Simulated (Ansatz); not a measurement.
Frontier orbitals of the Cu⁺ ion.

Total charge 1; spin multiplicity 1. For Cu the d shell is correlated and the shells below it are frozen. Scalar relativity is left out up to krypton. A free ion. Basis def2-TZVPP, the Gaussian-basis code of Ansatz.

Orbital energies of one run (eV). Highest occupied ones, from the top: -16.05, -16.05, -16.05, -16.05, -16.05, -86.36, -86.36, -86.36, -128.73, -940.30, -940.30, -940.30, -1073.98, -8826.05. Empty: -9.82, -4.85, -4.85, -4.85, -1.63, 0.34.

Question: Which functional gave them?
A. r2SCAN0
B. ωB97X-V
C. BLYP
D. LC-ωPBE

Answer: A. HOMO energies: r2SCAN0 -16.05, LC-ωPBE -18.73, BLYP -13.83, ωB97X-V -18.53 eV.

LC-ωPBE has ω = 0.4 bohr⁻¹.
